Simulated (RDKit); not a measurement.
Torsional profile of SMILES COc1cccc(SC)c1 (C8H10OS). Scanned: dihedral C1–O2–C3–C4 and dihedral C6–C7–S8–C9; all other coordinates were relaxed at GFN2-xTB. Points at φ and −φ are mirror images. Heavy atoms are numbered in the order of the SMILES COc1cccc(SC)c1, hydrogens after them in the order of the atoms that carry them; the mirror image has the same energies with the sign of each dihedral reversed.

Level of theory: MMFF94 // GFN2-xTB (RDKit).

Energy in kcal/mol above the lowest grid point; x is the dihedral C1–O2–C3–C4 (°), y the dihedral C6–C7–S8–C9 (°).

| y \ x | -150 | -120 | -90 | -60 | -30 | 0 | 30 | 60 | 90 | 120 | 150 | 180 |
|---|---|---|---|---|---|---|---|---|---|---|---|---|
| 180 | 1.9 | 2.9 | 3.0 | 2.6 | 1.1 | 0.6 | 1.1 | 2.6 | 3.0 | 2.9 | 1.9 | 1.3 |
| 150 | 1.6 | 2.8 | 2.9 | 2.5 | 1.0 | 0.4 | 1.0 | 2.4 | 2.7 | 2.7 | 1.5 | 1.0 |
| 120 | 1.0 | 2.3 | 2.5 | 2.1 | 0.6 | 0.0 | 0.5 | 1.9 | 2.2 | 2.0 | 0.8 | 0.2 |
| 90 | 1.1 | 2.5 | 2.8 | 2.5 | 1.0 | 0.4 | 0.8 | 2.2 | 2.4 | 2.2 | 0.8 | 0.2 |
| 60 | 0.8 | 2.3 | 2.6 | 2.3 | 0.9 | 0.3 | 0.8 | 2.1 | 2.3 | 2.0 | 0.6 | 0.0 |
| 30 | 1.4 | 2.8 | 3.1 | 2.9 | 1.5 | 0.9 | 1.4 | 2.7 | 2.9 | 2.6 | 1.2 | 0.6 |
| 0 | 1.5 | 2.9 | 3.2 | 3.0 | 1.7 | 1.1 | 1.7 | 3.0 | 3.2 | 2.9 | 1.5 | 0.8 |
| -30 | 1.2 | 2.6 | 2.9 | 2.7 | 1.4 | 0.9 | 1.5 | 2.9 | 3.1 | 2.8 | 1.4 | 0.6 |
| -60 | 0.6 | 2.0 | 2.3 | 2.1 | 0.8 | 0.3 | 0.9 | 2.3 | 2.6 | 2.3 | 0.8 | 0.0 |
| -90 | 0.8 | 2.2 | 2.4 | 2.2 | 0.8 | 0.4 | 1.0 | 2.5 | 2.8 | 2.5 | 1.1 | 0.2 |
| -120 | 0.8 | 2.0 | 2.2 | 1.9 | 0.5 | 0.0 | 0.6 | 2.1 | 2.5 | 2.3 | 1.0 | 0.2 |
| -150 | 1.5 | 2.7 | 2.7 | 2.4 | 1.0 | 0.4 | 1.0 | 2.5 | 2.9 | 2.8 | 1.6 | 1.0 |

The six lowest points that lie below all their neighbours on the grid: x = 180, y = -60 (0.0 kcal/mol); x = 180, y = 60 (0.0 kcal/mol); x = 0, y = -120 (0.0 kcal/mol); x = 0, y = 120 (0.0 kcal/mol); x = 180, y = -120 (0.2 kcal/mol); x = 180, y = 120 (0.2 kcal/mol). The lowest path on the grid from the first to the second passes x = 180, y = 0 at 0.8 kcal/mol.
